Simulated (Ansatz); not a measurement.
One change: `CC([SiH3])[TeH]` becomes `CC([SeH])[TeH]`.

Ansatz, PBE0-D4/def2-TZVP geometries, multiplicity 1. Each molecule was computed in one conformer, which needn't be the lowest.

Elements past krypton have def2 core potentials. Scalar relativity is left out up to krypton.

```csv
property,`CC([SiH3])[TeH]`
LUMO energy (PBE/def2-TZVPP) / eV,-1.71
HOMO–LUMO gap (ωB97M-V/def2-TZVPP) / eV,9.18
size of the dipole moment (B3LYP/def2-TZVPP) / D,1.08
LUMO energy (PBE0/def2-TZVPP) / eV,-0.88
HOMO energy (B3LYP/def2-TZVPP) / eV,-5.94
size of the dipole moment (ωB97M-V/def2-TZVPP) / D,1.04
```

**Question.** What does the change do to each property? (An estimate is asked.)

**Answer.** Computed: 
```csv
property,`CC([SeH])[TeH]`,shift
LUMO energy (PBE/def2-TZVPP) / eV,-1.86,-0.15
HOMO–LUMO gap (ωB97M-V/def2-TZVPP) / eV,9.25,0.07
size of the dipole moment (B3LYP/def2-TZVPP) / D,1.65,0.57
LUMO energy (PBE0/def2-TZVPP) / eV,-1.03,-0.15
HOMO energy (B3LYP/def2-TZVPP) / eV,-6.13,-0.19
size of the dipole moment (ωB97M-V/def2-TZVPP) / D,1.64,0.60
```

With PBE0 the HOMO falls by 0.20 eV and the LUMO falls by 0.15 eV, so the gap widens by about 0.05 eV. PBE moves the HOMO by -0.19 eV and ωB97M-V by -0.19 eV. Dipoles are sizes alone; their direction can turn.

B3LYP here is the variant with VWN-RPA as its local correlation; programs differ in this.

Spin–orbit coupling is left out; it splits and shifts lone-pair levels of the heavy atoms by tenths of an eV.
